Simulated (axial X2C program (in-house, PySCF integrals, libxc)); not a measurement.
Results of a calculation; reference values are marked as such.
# SnH⁺: input and output of an EOM-EE-CCSD run

Program: an in-house all-electron X2C program for linear molecules (integrals from PySCF).

Input and command:
```json
{"zs": [50, 1], "q": 1, "bas": ["dyall-acv3z", "dyall-av3z"], "r0": 1.72, "eom": "ee", "thr": -2.0, "nmax": 88}
```
```bash
python soeom.py task.json out
```

Keys: zs atomic numbers; q charge; bas basis sets; r0 starting distance in Å; eom kind of EOM run; thr threshold in hartree for freezing inner shells (an s shell follows its p shell); nmax most natural virtual spinors.

Output at R = 1.762 Å (near the PBE0 minimum at charge 1 of the determinant lowest at the starting distance; the state shown can have its own minimum elsewhere), reference SnH⁺:

```
two-component X2C + atomic mean field  HF
basis functions 171  fitting functions 855  grid points 5072
iter        total energy     max residual
   1      -6169.763955199     3.03e+00
   2      -6171.536661987     2.78e-02
   3      -6171.547225630     9.12e-03
   4      -6171.548562858     1.55e-03
   5      -6171.548624922     4.53e-04
   6      -6171.548632899     1.37e-04
   7      -6171.548635107     9.08e-05
   8      -6171.548636086     5.44e-05
   9      -6171.548636577     1.57e-05
  10      -6171.548636622     1.73e-06
  11      -6171.548636623     3.19e-07
converged
one-electron -8499.10945187  Coulomb 2480.10953721  exact exchange -164.04588535  xc functional 0.00000000  nuclear repulsion 15.01637942  atomic mean-field constant -3.51921603
correlated 14  virtual 242  natural virtual 88  E(MP2) -0.522566694  MP2 remainder -0.083557026
iter   CCSD correlation   residual
   1     -0.410604081   1.12e-01
   2     -0.421121660   4.17e-02
   3     -0.421704142   1.53e-02
   4     -0.421725381   3.56e-03
   5     -0.421752846   1.02e-03
   6     -0.421749327   6.40e-04
   7     -0.421750007   3.71e-04
   8     -0.421750934   1.52e-04
   9     -0.421750544   6.09e-05
  10     -0.421750606   2.27e-05
  11     -0.421750777   7.02e-06
  12     -0.421750797   2.21e-06
  13     -0.421750830   7.34e-07
  14     -0.421750836   2.30e-07
(T) -0.006536766  T1 0.0165  D1 0.0396  max T2 0.054
EOM-EE-CCSD roots
2*Omega      energy/Eh   energy/eV  one-particle weight
    0       0.08098516      2.2037      0.961
    0       0.08180252      2.2260      0.959
    0       0.23044221      6.2707      0.965
    0       0.26395500      7.1826      0.880
    0       0.26471271      7.2032      0.891
    2       0.08596126      2.3391      0.960
    2       0.11722027      3.1897      0.936
    2       0.23070841      6.2779      0.964
    2       0.27002717      7.3478      0.888
    4       0.09332194      2.5394      0.960
    4       0.27616656      7.5149      0.891
    4       0.33449596      9.1021      0.164
    6       0.38087781     10.3642      0.894
```
T1 in the output is the amplitude norm over the root of the electron number; divide by √2 for the Lee–Taylor value.

Reference electrons by ω block (each with its −ω partner): 1/2: 16, 3/2: 7, 5/2: 2. Root energies count from the CCSD energy of the reference. All roots sought are printed; those with a small one-particle weight need a further excitation, are placed far too high, and may in truth lie low or lowest. Inner shells are frozen, and levels at this size can be off by some tenths of an eV.
